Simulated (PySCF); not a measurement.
Sn(H)(Br)3, SMILES [Br][SnH]([Br])[Br] (HBr3Sn), singlet (PBE0/def2-SVP optimised geometry):

```
5

Sn    -0.850    -1.175     0.000
Br    -1.625     1.175     0.000
Br    -1.625    -2.248     2.091
Br     1.625    -1.175     0.000
H     -1.451    -2.006    -1.360
```

Level of theory: PBE0/def2-TZVP, def2 effective core potentials past Kr run with PySCF.

Task: What are the frontier orbital energies and the dipole moment?

Result: HOMO-2 -8.82 eV, HOMO-1 -8.82 eV, HOMO -8.68 eV, LUMO -2.78 eV, LUMO+1 -0.82 eV; dipole moment 1.63 D.

On the same geometry PySCF 2.14.0 with PBE/def2-TZVP, def2 effective core potentials past Kr gives HOMO-2 -7.54 eV, HOMO-1 -7.54 eV, HOMO -7.39 eV, LUMO -3.61 eV, LUMO+1 -1.59 eV; dipole moment 1.52 D.
